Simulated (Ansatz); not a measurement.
```yaml
crystal:
  periodic: [false, false, false]
  atoms:
    - {symbol: Cr, position_ang: [-0.000124, -0.000058, 0.000075]}
    - {symbol: F, position_ang: [-0.770658, 1.548951, -0.019060]}
    - {symbol: F, position_ang: [0.957104, -0.473364, 1.361404]}
    - {symbol: F, position_ang: [-0.186312, -1.075529, -1.342409]}
basis:
  gaussian: {orbitals: def2-TZVPD, initial_orbitals: start.molden}
total_charge: -1
hamiltonian: {xc: pbe, dispersion: d4}
scf: {omitted_lower_state_checks: [starts]}
output: {orbitals: {seedname: orbitals}}
```

The file start.molden holds the orbitals of an earlier run on this structure, at another level or in another basis.

```sh
$ ansatz run in.yaml --threads 4 --pin off --events-out ev --progress --plain --max-ram 3916MiB
```

Shortened log:

```
Functional definition: PBE
1033 factors; their error is unknown
mean field evaluation 1: about -36565.1575 eV, gradient 1.2e1 eV
mean field evaluation 2: about -36565.4897 eV, gradient 6.7e-1 eV
mean field evaluation 4: about -36565.4726 eV, gradient 2.7e-1 eV
mean field evaluation 8: about -36565.4792 eV, gradient 3.4e-1 eV
mean field evaluation 16: about -36565.4727 eV, gradient 2.7e-3 eV
mean field evaluation 32: about -36565.4727 eV, gradient 2.6e-3 eV
Error: the lowest state found, at -36565.472729526 eV with a gradient of 2.64e-3 eV, was not shown to be a converged minimum: no further step was taken; its lowest curvature is 9.51e-2 eV
```

(1) Can the result of this run be used?

Answers

(1) No. The run stopped with an error.
